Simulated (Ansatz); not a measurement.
C₂H₇ClSi₂, SMILES `ClC1C[SiH2][SiH2]1`. Total charge 0; spin multiplicity 1.

```xyz
12

Cl    0.288    2.016   -1.264
C    -0.743    0.719   -0.562
C    -0.188   -0.656   -0.975
Si    1.184   -0.847    0.345
Si   -0.327    0.645    1.310
H    -1.758    0.922   -0.901
H     0.074   -0.723   -2.033
H    -0.955   -1.413   -0.770
H     2.508   -0.313   -0.059
H     1.360   -2.224    0.882
H    -0.033    1.938    1.975
H    -1.410   -0.065    2.052
```

Q: What are the harmonic wavenumbers in cm⁻¹ at PBE0-D4/def2-TZVP (Ansatz, finite differences of forces, unscaled)? (Estimate.)

A: The calculation gave: 106, 183, 288, 346, 426, 451, 483, 562, 624, 660, 667, 706, 734, 785, 835, 930, 941, 961, 1089, 1124, 1180, 1250, 1423, 2195, 2218, 2237, 2243, 3047, 3118, 3121.

Q: Is this a minimum?

A: Yes, all 30 modes are real.

Q: Give the ideal-gas thermochemistry at 298.15 K and 1 bar (rigid rotor, harmonic oscillator; point group C1, symmetry number 1).

A: Zero-point energy 208.9 kJ/mol; H(298) − E = 229.5 kJ/mol; entropy 343.1 J/(mol·K), of which translation 168.8, rotation 116.4, vibration 57.9; G(298) − E = 127.2 kJ/mol.

Q: Rotational constants (cm⁻¹)?

A: 0.1149, 0.06422, 0.05294.
